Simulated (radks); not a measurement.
Question: Rh I, 45 electrons, occupied as [Kr] 4d8 5p1 (not the ground configuration). Calculated with a radial shooting solver on a logarithmic mesh with Libxc functionals: Dirac Kohn-Sham, PBE, spin-unpolarised, spherical densities, finite nucleus; open shells fill j = l - 1/2 first; Fermi nuclear charge, rms radius 4.4945 fm. Some entries of the table are withheld. Estimate them.

orbital  occ.  eigenvalue (Ry)  r(max) (bohr)
1s1/2       2              (1)        0.02117
2s1/2       2        -245.3998         0.1199
2p1/2       2        -227.2181        0.09294
2p3/2       4        -216.5889        0.09702
3s1/2       2        -43.94627         0.3516
3p1/2       2        -36.82960            (2)
3p3/2       4        -35.00110            (3)
3d3/2       4              (4)         0.2898
3d5/2       6              (5)         0.2926
4s1/2       2         -6.17661         0.8820
4p1/2       2              (6)            (7)
4p3/2       4              (8)            (9)
4d3/2       4         -0.56956           (10)
4d5/2       4         -0.54042           (11)
5p1/2       1         -0.12813          3.593
5p3/2       0         -0.11855          3.756

Answer: 
(1) 1s1/2 eigenvalue (Ry): -1692.449
(2) 3p1/2 r(max) (bohr): 0.3383
(3) 3p3/2 r(max) (bohr): 0.3479
(4) 3d3/2 eigenvalue (Ry): -22.40245
(5) 3d5/2 eigenvalue (Ry): -22.04187
(6) 4p1/2 eigenvalue (Ry): -4.01909
(7) 4p1/2 r(max) (bohr): 0.9283
(8) 4p3/2 eigenvalue (Ry): -3.73318
(9) 4p3/2 r(max) (bohr): 0.9531
(10) 4d3/2 r(max) (bohr): 1.140
(11) 4d5/2 r(max) (bohr): 1.152
